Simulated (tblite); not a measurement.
Species: C8H7Cl.
Numbering: `[Cl:1]/[CH:2]=[CH:3]/[c:4]1[cH:5][cH:6][cH:7][cH:8][cH:9]1` (hydrogens: H10 on C2; H11 on C3; H12 on C5; H13 on C6; H14 on C7; H15 on C8; H16 on C9)

Computed with GFN2-xTB (tblite), gas phase: L-BFGS steps from a force-field or distance-geometry start until the largest atomic force falls under 0.01 eV/Å.

Geometry at step 5:
```
atom  x, y, z in Å
Cl1     4.4234   -0.1955   -0.0076
C2      2.7721    0.2457   -0.0471
C3      1.7752   -0.6265    0.0557
C4      0.3632   -0.2670    0.0278
C5     -0.0782    1.0512   -0.1217
C6     -1.4283    1.3450   -0.1436
C7     -2.3725    0.3381   -0.0275
C8     -1.9501   -0.9724    0.1202
C9     -0.5995   -1.2731    0.1496
H10     2.6123    1.3013   -0.1639
H11     1.9984   -1.6772    0.1754
H12     0.6223    1.8678   -0.2147
H13    -1.7630    2.3661   -0.2532
H14    -3.4246    0.5808   -0.0511
H15    -2.6688   -1.7710    0.2191
H16    -0.2894   -2.3043    0.2713
```

Q: What forces act on the atoms?

A: 
```tsv
atom	Fx (eV/Å)	Fy (eV/Å)	Fz (eV/Å)
Cl1	0.113	-0.078	0.006
C2	-0.072	-0.003	-0.001
C3	-0.098	-0.009	0.032
C4	-0.011	0.003	-0.031
C5	-0.124	0.061	0.029
C6	-0.035	-0.016	-0.013
C7	0.036	-0.073	0.013
C8	0.083	-0.030	0.020
C9	-0.014	0.023	0.003
H10	0.091	0.151	-0.020
H11	-0.022	-0.029	-0.006
H12	0.017	-0.095	0.001
H13	0.076	0.032	-0.011
H14	0.006	-0.047	0.009
H15	-0.066	-0.007	-0.009
H16	0.020	0.115	-0.022
```

The largest, 0.18 eV/Å, acts on H10; the rms over all components is 0.055 eV/Å. The forces sum to zero within rounding, as they must for an isolated molecule in no field.

Q: Give the force on H10 in Eh/bohr and in nN.

A: 0.177 eV/Å ÷ 51.422 = 0.00345 Eh/bohr, and 0.177 eV/Å × 1.602 = 0.28 nN.

Q: How far is this geometry from the end of the optimisation?

A: 0.012 eV above it, and 0.041 Å rms away after alignment. The bonds farthest from their final lengths, with half the difference of the two atoms' forces along the bond (positive lengthens):

```tsv
bond	now (Å)	final (Å)	force along bond (eV/Å)
Cl1–C2	1.710	1.718	+0.10
C2–H10	1.074	1.077	+0.06
C9–H16	1.084	1.081	-0.04
C8–C9	1.384	1.382	-0.05
C3–C4	1.457	1.455	-0.04
C4–C5	1.398	1.396	+0.04
```

The angle farthest from its final value is C3–C2–H10, 122.8° against 124.9°.

The cost below is that of the whole relaxation. On one thread, Arm Neoverse V1 (aarch64), no GPU, shared host, this took 0.24 s of wall time.
